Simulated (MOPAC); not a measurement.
MOPAC input (PM7):

```
PM7 1SCF CHARGE=-1 GEO-OK AUX(PRECISION=9) THREADS=1
C2H7GeO

C    -2.86880800 1   -0.38632700 1    0.39700100 1
C    -1.38422100 1   -0.25469200 1    0.73714300 1
O    -0.64772500 1   -0.02428400 1   -0.41325500 1
Ge    1.25170500 1    0.18159500 1   -0.27736300 1
H    -3.22771800 1    0.52807700 1   -0.08323000 1
H    -3.02335500 1   -1.21348900 1   -0.30120600 1
H    -3.47081600 1   -0.56936200 1    1.29498700 1
H    -1.04970500 1   -1.17334300 1    1.25457900 1
H    -1.25332200 1    0.56186500 1    1.47175900 1
H     1.46981100 1   -1.09964100 1    0.72633700 1
H     1.20052200 1    1.19522100 1    1.01356400 1
```

From the output:

```
                                                       MOPAC v23.2.5 Linux

          FINAL HEAT OF FORMATION =        -41.18695 KCAL/MOL =    -172.32618 KJ/MOL

          COSMO AREA              =        129.73 SQUARE ANGSTROMS
          COSMO VOLUME            =        118.39 CUBIC ANGSTROMS

          IONIZATION POTENTIAL    =          2.943388 EV
          HOMO LUMO ENERGIES (EV) =         -2.943  5.085
          NO. OF FILLED LEVELS    =         13
          MOLECULAR WEIGHT        =        119.6667         POINT GROUP:  Cs

          MOLECULAR DIMENSIONS (Angstroms)

            Atom       Atom       Distance
            H    10    H     5     5.03703
            H    11    H     6     3.74171
           Ge     4    H     7     2.65224

          SCF CALCULATIONS        =          1

   ATOM   CHEMICAL          X               Y               Z
  NUMBER   SYMBOL      (ANGSTROMS)     (ANGSTROMS)     (ANGSTROMS)

     1       C         -2.86880800  *  -0.38632700  *   0.39700100  *
     2       C         -1.38422100  *  -0.25469200  *   0.73714300  *
     3       O         -0.64772500  *  -0.02428400  *  -0.41325500  *
     4      Ge          1.25170500  *   0.18159500  *  -0.27736300  *
     5       H         -3.22771800  *   0.52807700  *  -0.08323000  *
     6       H         -3.02335500  *  -1.21348900  *  -0.30120600  *
     7       H         -3.47081600  *  -0.56936200  *   1.29498700  *
     8       H         -1.04970500  *  -1.17334300  *   1.25457900  *
     9       H         -1.25332200  *   0.56186500  *   1.47175900  *
    10       H          1.46981100  *  -1.09964100  *   0.72633700  *
    11       H          1.20052200  *   1.19522100  *   1.01356400  *

                             CARTESIAN COORDINATES

   1    C       -2.868808000    -0.386327000     0.397001000
   2    C       -1.384221000    -0.254692000     0.737143000
   3    O       -0.647725000    -0.024284000    -0.413255000
   4   Ge        1.251705000     0.181595000    -0.277363000
   5    H       -3.227718000     0.528077000    -0.083230000
   6    H       -3.023355000    -1.213489000    -0.301206000
   7    H       -3.470816000    -0.569362000     1.294987000
   8    H       -1.049705000    -1.173343000     1.254579000
   9    H       -1.253322000     0.561865000     1.471759000
  10    H        1.469811000    -1.099641000     0.726337000
  11    H        1.200522000     1.195221000     1.013564000

           Empirical Formula: C2 H7 O Ge  =    11 atoms

      MOLECULAR POINT GROUP   :   Cs

                  EIGENVALUES
 -23.80581 -20.76854 -16.51403 -11.81659 -11.53182 -10.26738  -9.09418  -8.59725
  -8.58900  -5.72145  -5.41005  -4.47975  -2.94339   5.08501   6.46206   8.34121
   8.51029   9.19550   9.48131   9.87545  10.21620  10.49136  10.76893

              NET ATOMIC CHARGES AND DIPOLE CONTRIBUTIONS

  ATOM NO.   TYPE          CHARGE      No. of ELECS.   s-Pop       p-Pop
    1          C          -0.485219        4.4852     1.05819     3.42703
    2          C           0.103203        3.8968     1.05758     2.83922
    3          O          -0.720610        6.7206     1.81121     4.90940
    4         Ge          -0.410169        4.4102     1.35418     3.05599
    5          H           0.143074        0.8569     0.85693
    6          H           0.143074        0.8569     0.85693
    7          H           0.113782        0.8862     0.88622
    8          H           0.072250        0.9278     0.92775
    9          H           0.072250        0.9278     0.92775
   10          H          -0.015817        1.0158     1.01582
   11          H          -0.015817        1.0158     1.01582
 DIPOLE           X         Y         Z       TOTAL
 POINT-CHG.    -0.617    -0.368     2.365     2.472
 HYBRID        -1.519    -0.366     1.501     2.167
 SUM           -2.136    -0.735     3.866     4.477

          ATOMIC ORBITAL ELECTRON POPULATIONS

     Atom    s        px        py        pz
    1  C   1.05819   1.10517   1.17634   1.14551
    2  C   1.05758   0.88054   1.07464   0.88404
    3  O   1.81121   1.52185   1.93748   1.45007
    4 Ge   1.35418   0.62278   1.02401   1.40920
    5  H   0.85693
    6  H   0.85693
    7  H   0.88622
    8  H   0.92775
    9  H   0.92775
   10  H   1.01582
   11  H   1.01582

 **********************
 *                    *
 * JOB ENDED NORMALLY *
 *                    *
 **********************

 == MOPAC DONE ==
```

The dipole moment of an ion depends on the origin.

The geometry given is a B3LYP-D3(BJ)/def2-TZVP minimum.
